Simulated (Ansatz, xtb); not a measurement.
Isomers of C2H6BFN2 in order of energy

4 gas-phase structures of C2H6BFN2, from a drawn sample of its isomers (lower ones may exist). Each was relaxed with GFN2-xTB:

A. `C=C(F)B(N)N`, a singlet
B. `C[NH2+][B@H-](F)C#N`, a singlet
C. `FB1NCCN1`, a singlet
D. `C=NCB(N)F`, a singlet

**Question.** Which do you expect lowest at r2SCAN-D4/def2-SVP, and how would the others follow?

**Answer.** Calculated order at r2SCAN-D4/def2-SVP: C (0.0), D (124.1), A (161.8), B (176.3) kJ/mol.

Energies above the lowest of each column, in kJ/mol; the last columns are at B3LYP-D3(BJ)/def2-SVP geometries and were run for some of them only (a dash: not run or not comparable):

```csv
structure,GFN2-xTB,HF/STO-3G,r2SCAN-D4/def2-SVP,B3LYP-D3(BJ)/def2-SVP,CCSD(T)/def2-SVP + ΔMP2/def2-TZVPP
C,0.0,0.0,0.0,0.0,0.0
D,162.2,247.6,124.1,116.1,109.8
A,232.9,293.1,161.8,160.9,151.6
B,250.1,255.5,176.3,–,–
```

Every level run on C puts it lowest or level with the lowest. Flexible structures stand in one conformer each, not always the lowest. Frequencies (GFN2-xTB) were run for A, C, D alone. The ΔMP2 step shifts differences by up to 22.8 kJ/mol, which makes them less sure. ΔMP2 is the change of the MP2 energy from the smaller to the larger basis.

Over these structures GFN2-xTB departs from r2SCAN-D4/def2-SVP by 26.7 kJ/mol on average once a common shift is removed. A GFN2-xTB relaxation took about 0.2 s and the r2SCAN-D4/def2-SVP energy about 2.2 s on a shared host (Ansatz 0.2.0, xtb 6.7.1).
